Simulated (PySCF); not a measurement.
# Two-component Hartree-Fock for Mn (manganese, neutral)

Start: [Ar] 3d5 4s2; 3d5/2 filled at m_j = -3/2, -1/2, +1/2, +3/2, +5/2. Calculated with PySCF 2.14 in x2c-TZVPall-2c (6s7p4d1f, 54 functions): generalised Hartree-Fock with the X2C-1e Hamiltonian and a Gaussian nucleus; one run each with spin-orbit coupling (SO) switched off, then screened by Boettger's factors. This is a chosen level, not necessarily the ground level.

```json
{"spinor shell": "1s1/2", "electrons": "2", "ε, spin-free (eV)": "-6598.4", "ε, screened SO (eV)": "-6598.4", "weight of nominal j (screened SO)": "1.000", "rms radius, screened SO (bohr)": "0.0703"}
{"spinor shell": "2s1/2", "electrons": "2", "ε, spin-free (eV)": "-803.48", "ε, screened SO (eV)": "-803.46", "weight of nominal j (screened SO)": "1.000", "rms radius, screened SO (bohr)": "0.302"}
{"spinor shell": "2p1/2", "electrons": "2", "ε, spin-free (eV)": "-677.04", "ε, screened SO (eV)": "-684.49", "weight of nominal j (screened SO)": "0.978", "rms radius, screened SO (bohr)": "0.271"}
{"spinor shell": "2p3/2", "electrons": "4", "ε, spin-free (eV)": "-677.04", "ε, screened SO (eV)": "-673.39", "weight of nominal j (screened SO)": "0.989", "rms radius, screened SO (bohr)": "0.274"}
{"spinor shell": "3s1/2", "electrons": "2", "ε, spin-free (eV)": "-105.63", "ε, screened SO (eV)": "-105.63", "weight of nominal j (screened SO)": "1.000", "rms radius, screened SO (bohr)": "0.915"}
{"spinor shell": "3p1/2", "electrons": "2", "ε, spin-free (eV)": "-67.766", "ε, screened SO (eV)": "-68.229", "weight of nominal j (screened SO)": "0.664", "rms radius, screened SO (bohr)": "0.986"}
{"spinor shell": "3p3/2", "electrons": "4", "ε, spin-free (eV)": "-67.766", "ε, screened SO (eV)": "-67.544", "weight of nominal j (screened SO)": "0.832", "rms radius, screened SO (bohr)": "0.990"}
{"spinor shell": "3d5/2", "electrons": "5", "ε, spin-free (eV)": "-17.081", "ε, screened SO (eV)": "-17.081", "weight of nominal j (screened SO)": "0.593", "rms radius, screened SO (bohr)": "1.29"}
{"spinor shell": "4s1/2", "electrons": "2", "ε, spin-free (eV)": "-6.874", "ε, screened SO (eV)": "-6.874", "weight of nominal j (screened SO)": "1.000", "rms radius, screened SO (bohr)": "3.62"}
```

| quantity | spin-free | screened SO |
| --- | --- | --- |
| E (hartree) | -1157.36627 | -1157.38162 |
| M_J | 5/2 | 5/2 |
| ⟨J²⟩ | 8.771 | 8.771 |
| ⟨L²⟩ | 0.000 | 0.002 |
| ⟨S²⟩ | 8.771 | 8.770 |

Each row is a mean over spinors that exchange with the open shell spreads, by up to 13.912 eV (3p3/2).

Rows whose weight is well below 1 are mixtures of j = l ± 1/2: exchange outweighs spin-orbit coupling there, and the label is only the starting occupation.

Without spin-orbit coupling the j labels of p, d and f shells carry no meaning; the spin-free column gives the mean over the occupied spinors of each nl shell.
